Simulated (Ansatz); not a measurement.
Isolated molecules relaxed with PBE0-D4/def2-TZVP in Ansatz; ΔE leaves out vibrations. CCSD(T)/CBS is the MP2 limit (def2-TZVPP, def2-QZVPP) plus CCSD(T) − MP2 in def2-TZVPP, frozen cores. Functionals use def2-TZVPP. For Se outer-core shells are correlated without core-valence functions, which leaves a few kJ/mol of doubt a bond. Scalar relativity is left out up to krypton. One conformer a species, not always the lowest.

Consider the cleavage of the Si–Si bond: `[SiH3][SiH]1C[Se]1` + `O[SiH2][SeH]` → `O[SiH2][Se][SiH3]` + `C1[SiH2][Se]1`.

```tsv
level	ΔE (kJ/mol)
ωB97M-V	-59.2
HF/def2-QZVPP	-63.6
MP2/def2-QZVPP	-64.3
HF/CBS(def2)	-63.6
```

What does CCSD(T)/CBS give? (An estimate is asked.)

The calculation gave: -57.1 kJ/mol. The listed levels differ from it by -2.1, -6.5, -7.2, -6.5 kJ/mol.

Largest T1 diagnostic among the species: 0.012.

From PBE to PBE0 (25 % exact exchange), in def2-TZVPP and without D4, ΔE moves by −5.5 kJ/mol.
